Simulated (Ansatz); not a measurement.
P$_{2}$, charge +1, doublet (typed; the unrestricted solution is spin-contaminated), at a GFN2-xTB geometry (a state made from the parent by changing its charge; the spin is typed, not shown lowest), with bond 1-2 at 3.0 times its length; HF/aug-cc-pVDZ (Ansatz, a program for electronic structure).

Ansatz was given this input:
Ansatz 0.2 input:
```yaml
crystal:
  periodic: [false, false, false]
  atoms:
    - {symbol: P, position_ang: [0.00000000, 0.00000000, -4.92447835]}
    - {symbol: P, position_ang: [0.00000000, 0.00000000, 0.98489567]}
basis:
  gaussian:
    orbitals: aug-cc-pVDZ
hamiltonian:
  xc: hf
total_charge: 1
magnetization: {spin_polarized: true, initial_magnetization: 1}
scf: {lower_state_search: off}
```

What the program printed (banner, timings and long lists left out):

```
Functional definition: HF
these checks for a lower state are left out or cut short: stability, starts, cluster_reference, orbital_swaps, neighbouring_geometries, increment
560 factors; integrals over basis functions are off by at most 1.8e-4 eV
mean field evaluation 1: about -18521.7766 eV, gradient 3.0e0 eV
mean field evaluation 2: about -18521.7766 eV, gradient 3.0e0 eV
mean field evaluation 4: about -18521.8720 eV, gradient 2.7e-1 eV
mean field evaluation 8: about -18521.8731 eV, gradient 1.2e-1 eV
mean field evaluation 16: about -18529.7914 eV, gradient 1.2e1 eV
mean field -18532.46151298 eV, -681.0553988483 hartree, gradient 1.8e-6 eV, S^2 2.761377; 0 other end points of the search recorded, 0 dependent functions left out
reference -18532.46151298 eV, -681.0553988483 hartree; 15, 14 occupied and 39, 40 virtual orbitals, 560 factors
Total energy: -18532.46151298 eV, -681.0553988483 hartree
Checks for a lower state left out: stability, starts, cluster_reference, orbital_swaps, neighbouring_geometries, increment
```
